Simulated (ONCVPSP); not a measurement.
**Building the ONCV potential for La (Z = 57) (revPBE, fully relativistic).**

lanthanum, optimised norm-conserving Vanderbilt (ONCV), made with ONCVPSP 4.0.1 (revPBE, fully relativistic). Core [Kr] 4d10, reference 5s2 5p6 5d1.5 6s1.5. Waves: 5s+6s: rc 2.70 bohr, ncon 3, nbas 8, qcut 4.9 1/bohr, 2 projectors; 5p: rc 3.10 bohr, ncon 4, nbas 7, qcut 3.8 1/bohr, 2 projectors, debl 0.6 Ha; 5d: rc 4.00 bohr, ncon 4, nbas 9, qcut 3.9 1/bohr, 2 projectors, debl 0.7 Ha; f scattering state at 0.07 Ha: rc 4.05 bohr, ncon 4, nbas 8, qcut 3.2 1/bohr, 2 projectors, debl 0.8 Ha. Local part: polynomial inside 2.35 bohr (lpopt 5, dvloc0 2 Ha). Core correction: polynomial model core, fcfact 0.35.

Open shells are filled in proportion to 2j + 1.

In the p channel the program set the typed energies aside and used -0.767, 0.250 Ha (j = l + 1/2; the other j can differ). In the f channel the program set the typed energies aside and used -0.123, 0.677 Ha (j = l + 1/2; the other j can differ).

All-electron outer shells of the reference configuration (revPBE, scalar-relativistic, ld1.x):

| shell | level (eV) | outermost node (bohr) | outermost maximum (bohr) |
| --- | --- | --- | --- |
| 5s | -38.06 | 0.77 | 1.41 |
| 5p | -21.62 | 0.83 | 1.60 |
| 6s | -3.34 | 1.87 | 3.88 |
| 5d | -2.56 | 0.95 | 2.24 |

Calculated quality:

- Cutoffs needed: 7.0 Ha and 8.7 Ha (the cutoffs (Ha) at which the residual kinetic energy of the hardest occupied pseudo-wave falls to 1 and 0.1 mHa per electron) The cutoffs count occupied waves only; projector 2 of the f channel, the hardest unoccupied one, needs 21 Ha at the loose tolerance.
- Ghost test: no bound ghost flagged; no localised positive-energy state flagged
- Largest excitation error: +2.3 meV (all-electron minus pseudo) for 5s2 5p6 5d1 6s1, out of 4 test configurations
- rms error of d²Exc/dni dnj: 5.31 mHa without and 2.45 mHa with the model core

Generation and tests took about 9.2 s on one core of a shared server CPU.
